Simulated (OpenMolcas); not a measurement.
Pb: effect of the IPEA shift

* Program: OpenMolcas
* Basis: ANO-RCC-VTZP [8s7p5d3f2g]
* Scalar Hamiltonian: DKH2, point nucleus
* Active space: 4 electrons in 9 orbitals (RAS2 6s 6p; RAS3 6d, at most 2 electrons)
* State averaging: 2S+1 = 3 even, 3 roots; 2S+1 = 1 even, 6 roots; 2S+1 = 5 odd, 1 root; 2S+1 = 3 odd, 5 roots; 2S+1 = 1 odd, 5 roots (0 in the spin-orbit step)
* Spin-orbit coupling: RASSI with atomic mean-field integrals over the reference wave functions, term energies averaged over their components

Methods on the same reference wave functions:
A. RASSCF
B. SS-RASPT2, IPEA 0 Eh, imaginary shift 0.1 Eh (closed shells correlated: 5d)
C. SS-RASPT2, IPEA 0.25 Eh, imaginary shift 0.1 Eh (closed shells correlated: 5d)

Energies in cm⁻¹ above 6s² 6p² ³P₀, the measured ground level; measured values from NIST Handbook of Basic Atomic Spectroscopic Data.

```
             Level      A      B      C  Measured
       6s² 6p² ³P₀    0.0    0.0    0.0       0.0
       6s² 6p² ³P₁   6425   6740   6700      7819
6s² 6p² ³P₂ [63 %]   9997   9790   9760     10650
6s² 6p² ¹D₂ [63 %]  20003  19270  19250     21458
       6s² 6p² ¹S₀  29698  27600  27840     29467
```

Deviations, from unrounded energies. A percentage is the sum of absolute deviations over the sum of measured energies, with the sign that they share, or ± where signs differ.

```
                        Against measurement  Levels      A      B      C
             mean absolute deviation (cm-1)       4    930   1500   1500
      fine structure of the ground term (%)       2  -11.1  -10.5  -10.9
other terms of the ground configuration (%)       2   ±3.3   -8.0   -7.5
```

A lies closest to measurement on these levels and B furthest from it. The largest miss of A in the table is 6s² 6p² ¹D₂ [63 %], by -1500 cm-1. The ranking rests on the paired levels alone, and a cruder setting can come out closer through cancelling errors.

Between B and C the level of the table that moves most is 6s² 6p² ¹S₀, by 250 cm-1 (lowest in B, highest in C). Moves below CASPT2's spread within the term are not significant.

From A to B the spin-free energies of the other terms of 6s² 6p² shown, above ³P, scale by factors of 0.79 to 0.84.

The lowest spin-free term lies below A's lowest term by 0.428 hartree in B, 0.425 hartree in C.

Some high roots are left out of the spin-orbit mixing, which shifts the levels that they would mix with. Active for correlation alone: 6d; no level in the range computed is led by a configuration that fills it, so any true level of that kind is missing. Spin-orbit splittings of 6p shells tend to come out small when the coupling is added on scalar orbitals. Measured partners are found by configuration, term and J. A level has none where our copy of the source lacks it or the pairing is in doubt (some pairs that miss far off the trend of their configuration count as doubtful), and it then counts in no deviation. Where the source uses jj or jK labels, the order within each J decides. Levels of configurations outside the active space are missing. The table leaves out levels that lie high or whose names do not pair safely across all columns.

A share in square brackets marks a mixed level and gives the weight of the term that names it, the lowest over the columns.
